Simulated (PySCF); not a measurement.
Species: C₃H₃ClO₂Si.
SMILES with atom numbers: `[O:1]=[C:2]=[C:3]([CH:4]=[O:5])[SiH2:6][Cl:7]` (hydrogens: H8 on C4; H9, H10 on Si6)

Geometry (GFN2-xTB, Å), atoms numbered from 1 in this order:
```
atom  x, y, z in Å
O1     2.397   -1.383   -0.892
C2     1.550   -0.667   -0.562
C3     0.539    0.053   -0.192
C4     0.498    1.474    0.047
O5    -0.511    2.045    0.385
Si6   -1.175   -0.742    0.130
Cl7   -1.471   -0.752    2.104
H8     1.448    2.015   -0.097
H9    -2.148    0.074   -0.576
H10   -1.118   -2.112   -0.369
```

Method used: TDDFT B3LYP/def2-SVPD, vertical, gas phase, core orbitals frozen in the response (PySCF 2.14.0, density-fitted response routines).

Ground-to-excited transition dipoles (e·a0, same axes as the geometry; the sign carries no meaning), for the states with f of 0.002 or more among the lowest 7:

| state | E (hartree) | μx | μy | μz |
| --- | --- | --- | --- | --- |
| S4 | 0.2147 | -0.199 | 0.966 | 0.131 |
| S5 | 0.2216 | 0.044 | 0.088 | 0.087 |
| S6 | 0.2319 | -0.334 | 0.399 | 0.229 |
| S7 | 0.2380 | -0.009 | 0.141 | 0.057 |

Q: What oscillator strength does each state have?

A: f = (2/3) ΔE |μ|² with ΔE in hartree (27.2114 eV).

```csv
state,|μ|² (au),|μ| (D),f
S4,0.989,2.53,0.142
S5,0.017,0.33,0.003
S6,0.323,1.44,0.050
S7,0.023,0.39,0.004
```

Q: Which bond between heavy atoms lies closest to the direction of the S4 transition dipole?

A: C3–C4, at 10° from it; next O1–C2 at 38°.

Q: What angle do the transition dipoles of S4 and S6 make?

A: |cos θ| = |μa·μb| / (|μa| |μb|) = 0.85, so θ ≈ 32° (taken between 0 and 90°, since the signs are arbitrary).

Q: What peak molar absorption coefficient would the strongest computed level give as a lone Gaussian band 0.3 eV wide at half height?

A: ε(max) = 2.175×10⁸ f / FWHM, with the width in cm⁻¹. S4: 2.175×10⁸ × 0.1416 / 2420 ≈ 13000 L mol⁻¹ cm⁻¹.

The run took 43 s wall on Arm Neoverse N1, one thread, no GPU, on a shared host, and the process peaked at 0.68 GiB of memory.

One conformer stands for the species.
